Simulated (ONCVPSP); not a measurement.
# Reading a pseudo-wave (Li (Z = 3))

Columns: radius, all-electron u(r) and pseudo u(r) of the 2s shell (level -2.87 eV) of lithium in the configuration [He] 2s1; PBE, scalar-relativistic, ONCV scheme, ONCVPSP 4.0.1.

```
r (bohr)  all-electron  pseudo
   0.178       -0.1673  0.0322
   0.355       -0.1840  0.0646
   0.533       -0.1345  0.0978
   0.710       -0.0585  0.1320
   0.888        0.0257  0.1678
   1.065        0.1076  0.2051
   1.243        0.1838  0.2437
   1.420        0.2511  0.2824
   1.598        0.3096  0.3207
   1.775        0.3590  0.3573
   1.953        0.4015  0.3920
   2.130        0.4369  0.4238
   2.308        0.4656  0.4524
   2.485        0.4874  0.4768
   2.662        0.5032  0.4960
   2.840        0.5134  0.5096
   3.018        0.5185  0.5170
   3.195        0.5191  0.5188
   3.373        0.5158  0.5158
   3.550        0.5091  0.5091
   3.728        0.4995  0.4995
   3.905        0.4875  0.4875
   4.083        0.4735  0.4735
   4.260        0.4580  0.4580
   4.438        0.4413  0.4413
   4.615        0.4238  0.4238
```

(1) How many radial nodes do the two functions have?

(2) At about which radius was the pseudo-wave matched?

(3) Where does each function peak?

(4) Is the pseudo-wave norm-conserving?

Answers

(1) The all-electron 2s function has n − l − 1 = 1; the pseudo-wave has 0, since the states of the same l below it are removed with the core.

(2) 3.55 bohr. The columns agree to 0.0005 from 3.19 bohr on; several derivatives are matched, so the curves merge somewhat inside the radius.

(3) Outermost all-electron maximum near 3.19 bohr, pseudo maximum near 3.19 bohr (to the table’s step).

(4) Yes: the ONCV scheme keeps the norm inside the radius equal to the all-electron one, which fixes the energy derivative of the logarithmic derivative at the level.
